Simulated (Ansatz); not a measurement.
`[F][GeH2][SiH3]` → `[GeH2]` + `F[SiH3]` at 298.15 K and 1 bar (germylene formation by 1,1-elimination).

Isolated molecules relaxed with PBE0-D4/def2-TZVP in Ansatz; ΔE leaves out vibrations. CCSD(T)/CBS adds triple-zeta CCSD(T) − MP2 to the extrapolated MP2 energy (def2 sets, frozen cores). This one scheme is used for every species. For Ge outer-core shells are correlated without core-valence functions, which leaves a few kJ/mol of doubt a bond. Scalar relativity is left out up to krypton.

```json
{"species": "`[F][GeH2][SiH3]`", "CCSD(T)/CBS energy (Eh)": "-2468.01111", "H − E (kJ/mol)": "130.1", "S (J/(mol·K))": "325.9"}
{"species": "`[GeH2]`", "CCSD(T)/CBS energy (Eh)": "-2077.24753", "H − E (kJ/mol)": "38.7", "S (J/(mol·K))": "220.4"}
{"species": "`F[SiH3]`", "CCSD(T)/CBS energy (Eh)": "-390.72345", "H − E (kJ/mol)": "82.7", "S (J/(mol·K))": "238.5"}
```

H − E and S are ideal-gas, rigid-rotor, harmonic terms from PBE0-D4/def2-TZVP. 1 Eh = 2625.50 kJ/mol, R = 8.31446 J/(mol·K).

Task: By hand: ΔE, ΔH, ΔS and ΔG.

Result: ΔE = (-2077.24753) + (-390.72345) − (-2468.01111) = 0.04013 Eh = 105.4 kJ/mol. Δ(H − E) = 38.7 + 82.7 − 130.1 = -8.7, so ΔH = 96.7 kJ/mol. ΔS = 220.4 + 238.5 − 325.9 = 133.0 J/(mol·K). ΔG = 96.7 − 298.15 × (133.0)/1000 = 57.0 kJ/mol.

Task: By hand: the equilibrium constant, and the temperature at which ΔG would vanish if ΔH and ΔS stayed fixed.

Result: log₁₀ K = −ΔG/(RT ln 10) = -10.0. ΔG = 0 at ΔH/ΔS = 727 K.

The number of gas molecules changes by +1, which sets the sign of ΔS. A doubt of 5 kJ/mol in ΔE shifts log₁₀ K by 0.9 here. These are equilibria of isolated gas molecules and say nothing of rates. Largest T1 diagnostic: 0.012 (customary marks: 0.02 for closed shells, 0.045 for open ones).
